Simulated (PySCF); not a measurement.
**Ionisation energy of Sm³⁸⁺ by level of theory**

Sm³⁸⁺ [Ar] 3d6 (5D) → Sm³⁹⁺ [Ar] 3d5 (6S), as a difference of total energies. All numbers are calculated (PySCF 2.14, scalar relativity by spin-free X2C-1e, in an even-tempered Gaussian basis (18 s from 6.9 bohr⁻², ratio 2.5; 12 p from 9 bohr⁻², ratio 2.5; 8 d from 9 bohr⁻², ratio 2.5; 4 f from 36 bohr⁻², ratio 2.7; 3 g from 54 bohr⁻², ratio 2.7)). Correlated levels: outer shells: [Ne] frozen; virtual orbitals above 40 to 60 times the deepest correlated orbital energy dropped. The calculations carry no spin-orbit coupling.

| method | ionisation energy (eV) |
| --- | --- |
| UHF | 2779.2 |
| LDA | 2781.3 |
| PBE | 2782.3 |
| PBE0 | 2782.1 |
| r2SCAN | 2782.4 |
| PW91 | 2783.0 |
| M06-L | 2781.6 |
| MP2 (outer shells) | 2780.5 |
| SCS-MP2 (outer shells) | 2780.7 |

Spin-orbit coupling is strong in these open shells (close to jj coupling). The scalar numbers leave it out and a first-order estimate fails, so it can dominate the gap to the real levels.

Breit and QED terms and the two-electron picture change are absent.

For comparison: 2782 ± 4 eV (theoretical estimate listed by NIST; NIST Atomic Spectra Database, ionization energies).
